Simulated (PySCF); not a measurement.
**A search over the determinants of PbF⁺**

Unrestricted PBE0; PySCF, scalar-relativistic core potentials, basis sets Pb aug-cc-pVDZ-PP with ECP60, F aug-cc-pVDZ. Outer shells of the fragments: Pb+ 5d10 6s2 6p1; F 2s2 2p5.

Followed along the bond (rough minima from three points):

```
2Ms+1  unpaired  ⟨S²⟩ at the start  R at minimum (Å)  Te (eV)
    1      none               0.00              2.00     0.00
    3  σ ↑, π ↑               2.01  none in the scan   ≤ 4.75
```

Solutions found at the starting distance of 2.110 Å, counted from the lowest of them; the search is not exhaustive and high or unbound solutions are not listed, so other states can lie among these:

```json
{"2Ms+1": "1", "unpaired": "none", "term": "¹Σ⁺", "E (eV)": "0.00", "⟨S²⟩": "0.00", "⟨Lz²⟩": "0.00", "μ (D)": "-4.41"}
{"2Ms+1": "3", "unpaired": "σ ↑, π ↑", "term": "³Π", "E (eV)": "4.75", "⟨S²⟩": "2.01", "⟨Lz²⟩": "1.00", "μ (D)": "-1.09"}
{"2Ms+1": "3", "unpaired": "π ↑↑", "term": "mixed", "E (eV)": "5.16", "⟨S²⟩": "2.00", "⟨Lz²⟩": "2.01", "μ (D)": "1.10"}
{"2Ms+1": "3", "unpaired": "π ↑↑", "term": "mixed", "E (eV)": "5.26", "⟨S²⟩": "2.00", "⟨Lz²⟩": "2.01", "μ (D)": "1.14"}
{"2Ms+1": "1", "unpaired": "π ↑↓", "term": "mixed", "E (eV)": "5.27", "⟨S²⟩": "1.00", "⟨Lz²⟩": "2.01", "μ (D)": "1.15"}
{"2Ms+1": "3", "unpaired": "σ ↑↑", "term": "³Σ⁺", "E (eV)": "6.34", "⟨S²⟩": "2.00", "⟨Lz²⟩": "0.00", "μ (D)": "-0.06"}
{"2Ms+1": "3", "unpaired": "σ ↑, π ↑", "term": "³Π", "E (eV)": "6.80", "⟨S²⟩": "2.00", "⟨Lz²⟩": "1.00", "μ (D)": "1.63"}
```

A term symbol is given only where ⟨S²⟩ and ⟨Lz²⟩ are close to those of a pure state; real π, δ and φ orbitals otherwise mix terms. A positive dipole points towards F; it is taken about the centre of mass and depends on that origin.

These are scalar-relativistic numbers at best; spin–orbit coupling would shift them, the dissociation energy most. Counting both spins, an empty level lies below a filled one in some of these solutions, because spin and occupation are held.
